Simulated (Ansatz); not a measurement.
`B[SiH2]C(F)Cl` + `OC1=CCO1` → `BC1=CCO1` + `O[SiH2]C(F)Cl`  (formal exchange of groups at a B–Si bond)

Program: Ansatz. Geometries: PBE0-D4/def2-TZVP. ΔE: electronic, gas phase. CCSD(T)/CBS is the MP2 limit (def2-TZVPP, def2-QZVPP) plus CCSD(T) − MP2 in def2-TZVPP, frozen cores. DFT in def2-TZVPP. B3LYP here is the variant with VWN-RPA as its local correlation; programs differ in this. Each species was taken in one conformer, which may not be the lowest.

| level | ΔE (kJ/mol) |
| --- | --- |
| PBE-D4 | -170.7 |
| B3LYP-D4 | -187.5 |
| ωB97M-V | -183.9 |
| B2PLYP | -191.0 |
| HF/def2-TZVPP | -183.1 |
| MP2/def2-QZVPP | -199.0 |
| SCS-MP2/def2-QZVPP | -197.4 |
| HF/CBS(def2) | -185.1 |

What does CCSD(T)/CBS give? (Estimate.)

Computed: -190.6 kJ/mol. The listed levels differ from it by 19.9, 3.1, 6.7, -0.4, 7.5, -8.4, -6.8, 5.5 kJ/mol.

Largest T1 diagnostic among the species: 0.014.
